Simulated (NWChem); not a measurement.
# BSiH$_{5}$O; SMILES B([SiH3])O

```xyz
8

B     -0.5814    -0.7754     0.0007
H     -1.7651    -1.0401    -0.0009
O      0.2432    -1.8411    -0.0001
H      1.1798    -1.6135     0.0022
Si     0.0620     1.1593     0.0002
H     -0.4754     1.9029     1.1848
H     -0.4069     1.8735    -1.2311
H      1.5616     1.2534     0.0401
```
Atoms are numbered in this order, from 1.

Results from NWChem. Pople sets run with spherical d functions. All runs use the structure optimised with PBE0/def2-SVP.

Predict the results for B3LYP/6-31G*. Quantities: highest occupied level (eV); orbital gap (eV); dipole (D).

The highest occupied level (eV) is -7.48 and the orbital gap (eV) is 6.52. The dipole (D) is 1.36.
